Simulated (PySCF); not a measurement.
From one molecule to another.

First species: C3H11N3Si2.
SMILES with atom numbers: `[CH2:1]=[CH:2][Si@H:3]1[NH:4][Si@H:5]([NH:6][CH3:7])[NH:8]1` (hydrogens: H9, H10 on C1; H11 on C2; H12 on Si3; H13 on N4; H14 on Si5; H15 on N6; H16, H17, H18 on C7; H19 on N8)

Second species: C₁₀H₁₄.
SMILES with atom numbers: `[CH3:1][CH2:2][C:3]1=[CH:4][C@@H:5]2[CH:6]=[CH:7][C@:8]12[CH2:9][CH3:10]` (hydrogens: H11, H12, H13 on C1; H14, H15 on C2; H16 on C4; H17 on C5; H18 on C6; H19 on C7; H20, H21 on C9; H22, H23, H24 on C10)

Levels: PBE0/pcSseg-1 for dipole moment, HOMO energy, LUMO energy and HOMO–LUMO gap; GFN2-xTB for rotational constant A and rotational constant C. Geometries: GFN2-xTB. Each structure is a single optimised conformer of the isolated species, non-relativistic unless stated. Electronic properties by PySCF.

Dipoles, sizes and rotational constants follow the conformer. The torsions of the flexible species, by atom-mapped SMILES:
- `[CH2:1]=[CH:2][Si@H:3]1[NH:4][Si@H:5]([NH:6][CH3:7])[NH:8]1`: C1–C2–Si3–N4 136°, N4–Si5–N6–C7 90°
- `[CH3:1][CH2:2][C:3]1=[CH:4][C@@H:5]2[CH:6]=[CH:7][C@:8]12[CH2:9][CH3:10]`: C1–C2–C3–C4 -6°, C7–C8–C9–C10 163°

Problem. Which of the two has the higher rotational constant A, and by how much?

Solution. The first: 5.737 GHz against 1.753 GHz, a difference of 3.984 GHz.

Problem. Which of the two has the higher HOMO energy, and by how much?

Solution. The first: -6.51 eV against -6.59 eV, a difference of 0.08 eV.

Problem. Which of the two has the higher rotational constant C, and by how much?

Solution. The second: 0.910 GHz against 0.629 GHz, a difference of 0.281 GHz.

Problem. Which has the higher HOMO–LUMO gap?

Solution. The second: 6.49 eV against 6.05 eV, a difference of 0.44 eV.

Problem. Which has the higher LUMO energy?

Solution. The second: -0.10 eV against -0.46 eV, a difference of 0.36 eV.

On the first: The dipole equals about 1.8 × 10⁻³⁰ C·m (1 D = 3.33564 × 10⁻³⁰ C·m).

On the second: A dipole of 0.52 D is allowed in C1, and pure rotational transitions are dipole-allowed. The dipole matches unit charges of opposite sign 0.11 Å apart (1 e·Å = 4.8032 D).
